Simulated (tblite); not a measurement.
Compound: C5HF3N2S.
SMILES with atom numbers: `[CH:1]#[C:2][c:3]1[s:4][n:5][n:6][c:7]1[C:8]([F:9])([F:10])[F:11]` (hydrogens: H12 on C1)

The geometry is computed with GFN2-xTB (gas phase).

Problem. What internal coordinates does the optimisation give?

Solution. 
| bond | length (Å) |
| --- | --- |
| C1≡C2 | 1.202 |
| C2–C3 | 1.393 |
| C3–S4 | 1.722 |
| S4–N5 | 1.654 |
| N5–N6 | 1.254 |
| N6–C7 | 1.337 |
| C7–C8 | 1.495 |
| C8–F9 | 1.330 |
| C8–F10, C8–F11 | 1.346 |
| C3–C7 | 1.393 |
| C1–H12 | 1.049 |

Bonds in one row agree within 0.01 Å and their mean is given. A selection of angles:
| angle | degrees |
| --- | --- |
| C2–C1–H12 | 179.3 |
| C1–C2–C3 | 179.6 |
| C2–C3–S4 | 125.3 |
| C2–C3–C7 | 128.2 |
| S4–C3–C7 | 106.5 |
| C3–S4–N5 | 91.4 |
| S4–N5–N6 | 114.1 |
| N5–N6–C7 | 114.7 |
| N6–C7–C8 | 122.2 |
| C3–C7–N6 | 113.3 |
| C3–C7–C8 | 124.5 |
| C7–C8–F9 | 112.9 |
| C7–C8–F10 | 111.6 |
| F9–C8–F10 | 107.1 |
| F10–C8–F11 | 105.9 |

Torsions: N6–C7–C8–F9 -3° (synperiplanar). The mirror-image conformer, all signs reversed, is as good.

S4 (ring sulfur) is bent (angle 91.4°). The 5-membered ring C3–S4–N5–N6–C7 has internal angles of 91.4° to 114.7°; it is planar, 0.00 Å rms from its mean plane, widest ring torsion 0°. Of the pairs four or more bonds apart, C2···F10 is among the closest relative to their van der Waals radii: 3.14 Å, 99 % of the sum of Bondi's values. The C–C distances run from 1.202 Å (C1≡C2, drawn triple) to 1.495 Å (C7–C8, drawn single), a spread of 0.293 Å.

Point group: near Cs, missed by 0.10 Å at most; the miss may be what the optimiser left on a soft mode. Its GFN2-xTB frequencies are all real (lowest 19 cm⁻¹).
